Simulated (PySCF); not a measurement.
## Basis and Hamiltonian dependence of the ionisation energy of I

I [Kr] 4d10 5s2 5p5 (2P) → I⁺ [Kr] 4d10 5s2 5p4 (3P). Calculated with PySCF 2.14 from differences of total energies of unrestricted determinants, without spin-orbit coupling. Values in eV.

```
                                                                               basis       Hamiltonian  functions    UHF     PBE    PBE0  MP2 (valence)  CCSD(T) (valence)  CCSD(T) (valence and next inner shell)
                                                        aug-cc-pVDZ-PP with ECP28MDF               ECP         32  9.591  10.523  10.554         10.141             10.145                                     n/a
                                                                          x2c-SVPall     spin-free X2C         36  9.571     n/a     n/a         10.064             10.046                                     n/a
                               def2-TZVP with the def2 core potential (28 electrons)               ECP         50  9.551     n/a     n/a         10.254             10.304                                     n/a
                             def2-TZVPPD with the def2 core potential (28 electrons)               ECP         59  9.548  10.506  10.532         10.250             10.300                                  10.358
                                                                     aug-cc-pVTZ-DK3     spin-free X2C         68  9.547  10.513  10.536         10.289             10.348                                     n/a
                   x2c-TZVPPall with one added diffuse shell each of s, p, d, f type     spin-free X2C         76  9.594  10.550  10.576         10.302             10.362                                  10.416
                                                        aug-cc-pVQZ-PP with ECP28MDF               ECP         92  9.537  10.501  10.524         10.389             10.469                                     n/a
                                                                     aug-cc-pVQZ-DK3     spin-free X2C        102  9.543  10.512  10.536         10.393             10.474                                     n/a
                                                            cc-pV5Z-PP with ECP28MDF               ECP        103  9.535  10.500  10.523         10.422                n/a                                     n/a
                                                                        x2c-QZVPPall     spin-free X2C        112  9.541  10.513  10.536         10.375             10.456                                     n/a
aug-cc-pVQZ-PP with one added diffuse shell each of s, p, d, f, g type with ECP28MDF               ECP        117  9.537  10.501  10.524         10.390                n/a                                     n/a
              aug-cc-pwCVTZ-DK3 with one added diffuse shell each of s, p, d, f type     spin-free X2C        125  9.542  10.515  10.536         10.301                n/a                                     n/a
                                                                          dyall-av2z  non-relativistic        130  9.650  10.594  10.628         10.194             10.186                                     n/a
```

**Question.** Estimate the row for x2c-TZVPall (spin-free X2C, 60 functions).

**Answer.** From the rows with the same Hamiltonian and similar size; the calculation gives UHF 9.59; MP2 (valence) 10.27 (eV).

Extrapolation of CCSD(T) (valence) from aug-cc-pVTZ-DK3 and aug-cc-pVQZ-DK3: the correlation parts are 0.801 and 0.931 eV; with the X⁻³ form and unrounded values, (4³ × 0.931 − 3³ × 0.801)/(4³ − 3³) = 1.026 eV, and adding the Hartree-Fock value 9.543 eV of the larger basis gives 10.569 eV.

Frozen in the all-electron rows: valence: [Kr] 4d10; valence and next inner shell: [Ar] 3d10; with a core potential, the same shells as far as they lie outside it.

Non-relativistic rows lack the scalar-relativistic shift.

Reference for a calculation without spin-orbit coupling: 10.519 eV (measured, between term centres; NIST).
